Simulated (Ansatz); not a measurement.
Calculated with Ansatz (gas phase, PBE0-D4/def2-TZVP geometries, no zero-point term in ΔE). CCSD(T)/CBS adds triple-zeta CCSD(T) − MP2 to the extrapolated MP2 energy (def2 sets, frozen cores). This one scheme is used for every species. DFT in def2-TZVPP. B3LYP here is the variant with VWN-RPA as its local correlation; programs differ in this. HSE06 is defined as in plane-wave codes. def2 core potentials past Kr. For Sb outer-core shells are correlated without core-valence functions, which leaves a few kJ/mol of doubt a bond. Each species was taken in one conformer, which may not be the lowest.

Consider the formal hydrolysis of the Sb–O bond: `C[O][Sb]([F])[SiH3]` + H₂O → `[OH][Sb]([F])[SiH3]` + CH₃OH.

```json
{"level": "LDA (SPW92)", "ΔE (kcal/mol)": "-0.2", "difference from CCSD(T)/CBS": "-1.6"}
{"level": "PBE-D4", "ΔE (kcal/mol)": "-0.1", "difference from CCSD(T)/CBS": "-1.5"}
{"level": "revPBE-D4", "ΔE (kcal/mol)": "0.3", "difference from CCSD(T)/CBS": "-1.1"}
{"level": "BLYP-D4", "ΔE (kcal/mol)": "0.6", "difference from CCSD(T)/CBS": "-0.8"}
{"level": "r2SCAN-D4", "ΔE (kcal/mol)": "-0.1", "difference from CCSD(T)/CBS": "-1.5"}
{"level": "B97M-V", "ΔE (kcal/mol)": "-0.4", "difference from CCSD(T)/CBS": "-1.8"}
{"level": "PBE0-D4", "ΔE (kcal/mol)": "-0.1", "difference from CCSD(T)/CBS": "-1.5"}
{"level": "B3LYP-D4", "ΔE (kcal/mol)": "0.4", "difference from CCSD(T)/CBS": "-1.0"}
{"level": "r2SCANh-D4", "ΔE (kcal/mol)": "-0.1", "difference from CCSD(T)/CBS": "-1.5"}
{"level": "r2SCAN0-D4", "ΔE (kcal/mol)": "-0.2", "difference from CCSD(T)/CBS": "-1.6"}
{"level": "HSE06-D4", "ΔE (kcal/mol)": "-0.1", "difference from CCSD(T)/CBS": "-1.5"}
{"level": "CAM-B3LYP-D4", "ΔE (kcal/mol)": "0.0", "difference from CCSD(T)/CBS": "-1.4"}
{"level": "ωB97M-V", "ΔE (kcal/mol)": "-0.2", "difference from CCSD(T)/CBS": "-1.6"}
{"level": "B2PLYP", "ΔE (kcal/mol)": "0.0", "difference from CCSD(T)/CBS": "-1.4"}
{"level": "PBE", "ΔE (kcal/mol)": "-0.9", "difference from CCSD(T)/CBS": "-2.3"}
{"level": "revPBE", "ΔE (kcal/mol)": "-1.3", "difference from CCSD(T)/CBS": "-2.7"}
{"level": "BLYP", "ΔE (kcal/mol)": "-1.1", "difference from CCSD(T)/CBS": "-2.5"}
{"level": "r2SCAN", "ΔE (kcal/mol)": "-0.4", "difference from CCSD(T)/CBS": "-1.8"}
{"level": "PBE0", "ΔE (kcal/mol)": "-0.9", "difference from CCSD(T)/CBS": "-2.3"}
{"level": "B3LYP", "ΔE (kcal/mol)": "-1.0", "difference from CCSD(T)/CBS": "-2.4"}
{"level": "r2SCAN0", "ΔE (kcal/mol)": "-0.5", "difference from CCSD(T)/CBS": "-1.9"}
{"level": "HSE06", "ΔE (kcal/mol)": "-0.9", "difference from CCSD(T)/CBS": "-2.3"}
{"level": "BHLYP", "ΔE (kcal/mol)": "-0.9", "difference from CCSD(T)/CBS": "-2.3"}
{"level": "CAM-B3LYP", "ΔE (kcal/mol)": "-0.8", "difference from CCSD(T)/CBS": "-2.2"}
{"level": "LC-ωPBE", "ΔE (kcal/mol)": "-0.9", "difference from CCSD(T)/CBS": "-2.3"}
{"level": "RPA@PBE/def2-TZVPP", "ΔE (kcal/mol)": "0.7", "difference from CCSD(T)/CBS": "-0.7"}
{"level": "HF/def2-SVP", "ΔE (kcal/mol)": "-0.7", "difference from CCSD(T)/CBS": "-2.1"}
{"level": "MP2/def2-SVP", "ΔE (kcal/mol)": "0.9", "difference from CCSD(T)/CBS": "-0.5"}
{"level": "CCSD/def2-SVP", "ΔE (kcal/mol)": "0.4", "difference from CCSD(T)/CBS": "-1.0"}
{"level": "HF/def2-TZVPP", "ΔE (kcal/mol)": "-1.3", "difference from CCSD(T)/CBS": "-2.7"}
{"level": "MP2/def2-TZVPP", "ΔE (kcal/mol)": "1.5", "difference from CCSD(T)/CBS": "0.1"}
{"level": "SCS-MP2/def2-TZVPP", "ΔE (kcal/mol)": "0.8", "difference from CCSD(T)/CBS": "-0.6"}
{"level": "CCSD/def2-TZVPP", "ΔE (kcal/mol)": "0.5", "difference from CCSD(T)/CBS": "-0.9"}
{"level": "CCSD(T)/def2-TZVPP", "ΔE (kcal/mol)": "0.8", "difference from CCSD(T)/CBS": "-0.6"}
{"level": "HF/def2-QZVPP", "ΔE (kcal/mol)": "-1.1", "difference from CCSD(T)/CBS": "-2.5"}
{"level": "MP2/def2-QZVPP", "ΔE (kcal/mol)": "1.9", "difference from CCSD(T)/CBS": "0.5"}
{"level": "SCS-MP2/def2-QZVPP", "ΔE (kcal/mol)": "1.2", "difference from CCSD(T)/CBS": "-0.2"}
{"level": "HF/CBS(def2)", "ΔE (kcal/mol)": "-1.1", "difference from CCSD(T)/CBS": "-2.5"}
{"level": "MP2/CBS(def2)", "ΔE (kcal/mol)": "2.0", "difference from CCSD(T)/CBS": "0.6"}
{"level": "CCSD/CBS(def2)", "ΔE (kcal/mol)": "1.0", "difference from CCSD(T)/CBS": "-0.4"}
{"level": "CCSD(T)/CBS", "ΔE (kcal/mol)": "1.4", "difference from CCSD(T)/CBS": "0"}
```

**Question.** What do rigid-rotor, harmonic-oscillator terms from PBE0-D4/def2-TZVP frequencies (298.15 K, 1 bar) make of the CCSD(T)/CBS value? (Best estimate.)

**Answer.** Ansatz gave: ΔZPE = +1.1 kcal/mol, ΔH = +1.7 kcal/mol, ΔS = 5 J/(mol·K), ΔG = +1.3 kcal/mol.

Largest T1 diagnostic among the species: 0.015.

In def2-TZVPP, CCSD(T) changes the Hartree–Fock value by +2.1 kcal/mol (the triples alone add +0.4 kcal/mol) and MP2 by +2.7 kcal/mol. The D4 term adds +1.4 kcal/mol with B3LYP and +0.8 kcal/mol with PBE0; it sums over pairs of atoms, weighted by their polarisabilities, and B3LYP, whose exchange is more repulsive, gets the larger term.

CCSD(T)/CBS has its own doubt, a few kJ/mol and more with outer-core shells, so smaller differences from it don't rank the levels.
